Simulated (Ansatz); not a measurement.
Program: Ansatz. Geometries: PBE0-D4/def2-TZVP. ΔE: electronic, gas phase. CBS: MP2 limit from def2 TZ/QZ plus the TZ coupled-cluster correction, frozen cores. This one scheme is used for every species. Functionals use def2-TZVPP. Elements past krypton have def2 core potentials. For In outer-core shells are correlated without core-valence functions, which leaves a few kJ/mol of doubt a bond. One conformer a species, not always the lowest.

Consider the redistribution: `N[SiH]` + `C[O][In]([NH2])[SH]` → `C[Si]N` + `[NH2][In]([OH])[SH]`.

```json
{"species": "`N[SiH]`", "PBE-QIDH energy (Eh)": "-345.77707"}
{"species": "`C[O][In]([NH2])[SH]`", "PBE-QIDH energy (Eh)": "-759.50528"}
{"species": "`C[Si]N`", "PBE-QIDH energy (Eh)": "-385.06736"}
{"species": "`[NH2][In]([OH])[SH]`", "PBE-QIDH energy (Eh)": "-720.25482"}
```

**Question.** Work out ΔE.

**Answer.** ΔE = (-385.06736) + (-720.25482) − (-345.77707) − (-759.50528) = -0.03983 Eh = -25.0 kcal/mol. CCSD(T)/CBS gives -24.7 kcal/mol.

Largest T1 diagnostic among the species: 0.015.

At CCSD(T), def2-SVP lies +6.6 kcal/mol from the extrapolated value and def2-TZVPP +1.2 kcal/mol. Leaving LDA and LC-ωPBE aside and taking each functional with its dispersion term where it has one, the values, not all of them listed here, spread over 2.5 kcal/mol, from PBE-QIDH to BLYP-D4.
